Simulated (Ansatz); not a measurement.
Basis sets compared for HfS2 (the lowest singlet isomer of a short search). Total charge 0; singlet. Geometry PBE0-D4/def2-TZVP. Ansatz on 4 threads of AMD EPYC 9R45 on a shared host; times are rough, and most runs start from earlier orbitals.

```xyz
3

Hf    0.532    0.489    0.429
S     0.951   -0.391   -1.558
S    -1.484   -0.098    1.129
```

In the def2 sets Hf takes a core potential; there is no spin–orbit coupling. The structure comes from a short search, and lower isomers may exist.

Binding counts from free atoms (Hf triplet, S triplet) in the same basis, without a counterpoise term.

```tsv
level	functions	energy (Eh)	HOMO (eV)	LUMO (eV)	binding per atom (eV)	wall time
PBE-D4/def2-SVP	68	-843.8817	-5.32	-4.30	3.75	0.3 s
PBE-D4/def2-TZVP (with forces)	114	-844.1636	-5.38	-4.33	3.76	0.4 s
r2SCAN-D4/def2-TZVP	114	-844.4410	-5.58	-4.04	3.66	0.8 s
PBE0-D4/def2-SVP	68	-843.9004	-6.38	-3.60	3.51	0.4 s
PBE0-D4/def2-TZVP	114	-844.1820	-6.41	-3.62	3.56	0.75 s
```

(1) Estimate the rows for PBE-D4/def2-TZVPD, r2SCAN-D4/def2-TZVPD, PBE0-D4/def2-TZVPD.

## Answers

(1) 
```
               level  functions  energy (Eh)  HOMO (eV)  LUMO (eV)  binding per atom (eV)  wall time
   PBE-D4/def2-TZVPD        135    -844.1651      -5.44      -4.38                   3.76      0.5 s
r2SCAN-D4/def2-TZVPD        135    -844.4421      -5.61      -4.06                   3.66     0.95 s
  PBE0-D4/def2-TZVPD        135    -844.1833      -6.46      -3.65                   3.56      0.6 s
```
